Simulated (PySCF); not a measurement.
SMILES C[Si] (CH3Si), doublet (PBE0/def2-SVP optimised geometry):

```
5

C     -0.367    -0.316     0.000
Si    -1.172    -1.012     1.573
H     -0.736    -0.750    -0.945
H      0.736    -0.316     0.000
H     -0.681     0.750     0.000
```

Method: unrestricted PBE0/def2-TZVP in PySCF.

Problem. What are the frontier orbital energies (α orbitals alone; a β orbital can be the lowest empty one) and the dipole moment?

Solution. HOMO-2 -11.40 eV, HOMO-1 -7.48 eV, HOMO -4.88 eV, LUMO -2.61 eV, LUMO+1 0.83 eV; dipole moment 1.19 D.

On the same geometry PySCF with unrestricted PBE/def2-TZVP gives HOMO-2 -9.95 eV, HOMO-1 -6.34 eV, HOMO -3.85 eV, LUMO -3.50 eV, LUMO+1 0.07 eV; dipole moment 1.22 D.

Meta-Löwdin charges at PBE0/def2-TZVP: C1 -0.59, Si2 0.19, H3 0.13, H4 0.13, H5 0.14.
